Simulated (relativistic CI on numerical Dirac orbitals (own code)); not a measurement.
Radial parameters of Eu XII

These numbers are calculated, not measured: Dirac-Coulomb-Breit CI, orbitals from a KLI potential per configuration, QED by a radiative potential, unscaled Slater integrals (own radial code, finite nucleus).

Slater integrals F^k, G^k are unscaled and averaged over j, outside the closed core [Kr] 4d10; ζ comes from projecting the Hamiltonian with its Breit term on Σ l·s of the shell.

- 4f4 5s2: F^2(4f,4f) = 137760, F^4(4f,4f) = 87808, F^6(4f,4f) = 63579, ζ(4f) = 1604.9 cm⁻¹; <r>(4f) = 0.7222, <r^2>(4f) = 0.6224 (bohr units).
- 4f2 5s2 5p2: F^2(4f,4f) = 145510, F^4(4f,4f) = 93102, F^6(4f,4f) = 67524, ζ(4f) = 1840.7, F^2(5p,5p) = 84520, F^2(4f,5p) = 65810, G^2(4f,5p) = 26017, G^4(4f,5p) = 22426, ζ(5p) = 37993 cm⁻¹; <r>(4f) = 0.6901, <r^2>(4f) = 0.5645, <r>(5p) = 1.267, <r^2>(5p) = 1.789 (bohr units).
- 4f3 5s2 5p: F^2(4f,4f) = 141590, F^4(4f,4f) = 90422, F^6(4f,4f) = 65526, ζ(4f) = 1722, F^2(4f,5p) = 65503, G^2(4f,5p) = 26754, G^4(4f,5p) = 22848, ζ(5p) = 36757 cm⁻¹; <r>(4f) = 0.7059, <r^2>(4f) = 0.5927, <r>(5p) = 1.281, <r^2>(5p) = 1.831 (bohr units).

Averages of the first 10 configurations, taken without configuration mixing, which lowers the lowest level and can move excited configurations by several eV; other configurations of the list can lie among them:

```json
{"Configuration": "4f4 5s2", "Parity": "even", "States": "1001", "Average energy above the lowest level (eV)": "7.7"}
{"Configuration": "4f2 5s2 5p2", "Parity": "even", "States": "1365", "Average energy above the lowest level (eV)": "30.9"}
{"Configuration": "4f3 5s2 5p", "Parity": "even", "States": "2184", "Average energy above the lowest level (eV)": "16.7"}
{"Configuration": "4f4 5s 5p", "Parity": "odd", "States": "12012", "Average energy above the lowest level (eV)": "33.3"}
{"Configuration": "4f6", "Parity": "even", "States": "3003", "Average energy above the lowest level (eV)": "51.0"}
{"Configuration": "4f2 5s2 5d2", "Parity": "even", "States": "4095", "Average energy above the lowest level (eV)": "118.1"}
{"Configuration": "4f2 5s2 5p 6s", "Parity": "odd", "States": "1092", "Average energy above the lowest level (eV)": "104.2"}
{"Configuration": "4f3 5s2 6s", "Parity": "odd", "States": "728", "Average energy above the lowest level (eV)": "87.8"}
{"Configuration": "4f2 5s2 5d 6s", "Parity": "even", "States": "1820", "Average energy above the lowest level (eV)": "148.4"}
{"Configuration": "4f2 5s2 6s2", "Parity": "even", "States": "91", "Average energy above the lowest level (eV)": "180.4"}
```
